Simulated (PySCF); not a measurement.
## C8H16: full NMR table

```yaml
Formula: C8H16
SMILES: CCC1CCCCC1
Point_group_of_the_computed_structure: C1
Degrees_of_unsaturation: 1
Carbon_signals: 6
Proton_signals: 9
```

Bonds (- single, = double, # triple, : aromatic): C1-C2, C2-C3, C3-C4, C4-C5, C5-C6, C6-C7, C7-C8, C8-C3. C1 carries H9, H10, H11; C2 carries H12, H13; C3 carries H14; C4 carries H15, H16; C5 carries H17, H18; C6 carries H19, H20; C7 carries H21, H22; C8 carries H23, H24. H16, H18, H19, H22, H23 are cis to C2 on the ring; H15, H17, H20, H21, H24 are trans to C2 on the ring.

A single conformation, equivalent nuclei averaged, relativity neglected, no solvent model. GFN2-xTB geometry; NMR shieldings at PBE0/pcSseg-1/GIAO; PySCF 2.14.

Referencing at the same level of theory: 1H (σ = 31.72 ppm) and 13C (σ = 186.93 ppm) against TMS.

| carbon | δC, type | δH (multiplicity) | HMBC from (2–3 bonds) | span of the C tensor (ppm) |
| --- | --- | --- | --- | --- |
| C1 | 14.1, CH3 | 1.01 (m) | H12/H13, H14 | 29 |
| C2 | 35.2, CH2 | 1.17 (m) | H15/H24, H9/H10/H11, H14, H16/H23 | 34 |
| C3 | 43.7, CH | 0.81 (m) | H15/H24, H18/H22, H17/H21, H12/H13, H9/H10/H11, H16/H23 | 30 |
| C4/C8 | 37.1, CH2 | H15 1.83 (m); H16 0.74 (m) | H15/H24, H18/H22, H20, H17/H21, H12/H13, H19, H14, H16/H23 | 22 |
| C5/C7 | 30.8, CH2 | H17 1.23 (m); H18 1.81 (m) | H15/H24, H18/H22, H20, H17/H21, H19, H14, H16/H23 | 6 |
| C6 | 31.0, CH2 | H19 1.13 (m); H20 1.75 (m) | H15/H24, H18/H22, H17/H21, H16/H23 | 8 |

1. Carbon types of the structure: 1 × CH, 6 × CH2, 1 × CH3, which accounts for all hydrogens.
2. δC 37.1, 31.0, 30.8: sp3 CH2 in a ring; aliphatic region, no heteroatom directly attached.
3. δC 14.1: methyl carbon; a saturated carbon with 1 carbon neighbour and no heteroatom attached.
4. δH 1.83, 1.81, 1.75, 1.23, 1.13, 0.74: hydrogen on an sp3 CH2 in a ring; far from electronegative atoms and π systems.
5. δH 1.17: hydrogen on an sp3 CH2; far from electronegative atoms and π systems.
6. δH 1.01: hydrogen on a methyl carbon; far from electronegative atoms and π systems.

Shifts are as computed. Against solution values, carbons near 30 ppm lie about +3 ppm off and those near 130 ppm about +5 ppm. Of 1211 compounds with measured shifts, 218 miss one by over three times the rms of a fit or turn the order of signals round; such compounds aren't used in these exercises. No couplings were computed; multiplicities are counted from neighbouring protons, with m where these are inequivalent, close in shift, in a saturated or five-membered ring or joined by F or P, and br s for small geminal =CH2 splittings.
